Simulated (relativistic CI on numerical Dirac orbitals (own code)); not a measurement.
# One change at a time: Pb58+

Base calculation: Dirac-Coulomb-Breit CI, separate exchange-only KLI orbitals for each configuration, model QED (radiative potential, 1s self-energy scaled to tabulated hydrogen-like ionisation energies), unscaled Slater integrals.

CI space (outside the closed core [Ne]): 3s2 3p6 3d6, 3s2 3p5 3d7, 3s2 3p4 3d8, 3s 3p6 3d7, 3p6 3d8, 3s 3p5 3d8, 3s2 3p6 3d5 4s, 3s2 3p6 3d5 4p, 3s2 3p4 3d7 4s, 3s2 3p6 3d5 4d, 3s2 3p4 3d7 4p, 3s2 3p5 3d6 4s, 3s2 3p6 3d5 4f, 3s2 3p4 3d7 4d, 3s 3p5 3d7 4s, 3s2 3p5 3d6 4p, 3s2 3p5 3d6 4d, 3s2 3p6 3d4 4s2, 3s 3p6 3d6 4s, 3p6 3d7 4s, 3p6 3d7 4p, 3s2 3p6 3d5 5s, 3p6 3d7 4d, 3s 3p6 3d5 4s2. Levels of other configurations are missing.

The lowest level and the first level of each name with at least 55 % of one term (blank where a level has no safe partner in the second run):

```
            Level  Base (eV)  Shift (eV)
 3s2 3p6 3d6 3F_4      0.000       0.000
 3s2 3p6 3d6 3P_0     31.309      +0.157
 3s2 3p6 3d6 5D_3    106.638      -0.045
 3s2 3p6 3d6 3H_6    116.469      -0.220
 3s2 3p6 3d6 3G_5    116.648      -0.139
 3s2 3p6 3d6 3P_1    144.354      +0.218
 3s2 3p6 3d6 3F_3    145.687      +0.137
 3s2 3p6 3d6 5D_2    219.082      +0.051
 3s2 3p6 3d6 5D_0    222.214      -0.147
 3s2 3p6 3d6 3H_5    230.588      -0.185
 3s2 3p6 3d6 1I_6    234.102      -0.281
 3s2 3p6 3d6 1D_2    284.377      +0.169
 3s2 3p6 3d6 1S_0    305.466      +0.198
3s2 3p5 3d7 5G°_6    477.864      -0.098
3s2 3p5 3d7 3P°_0    490.642      +1.262
3s2 3p5 3d7 3F°_4    508.116      +0.533
3s2 3p5 3d7 5G°_5    592.496      +0.081
3s2 3p5 3d7 3I°_7    615.342      -0.143
```

At this charge energies of transitions that change n are usually good to better than 1 %, and those within a shell (Δn = 0) to a few per cent.

Question: One thing was changed in a second run, which moved the levels as shown. Which?
A. only the first 3 configurations
B. QED terms removed
C. only the first configuration
D. Breit term removed

Answer: A. Only the first 3 configurations. With fewer configurations the levels that remain lose their mixing partners.

LS names give the leading component of a level, which can be under half, so a name can repeat, a term be missing and a line seem to break the LS rules.
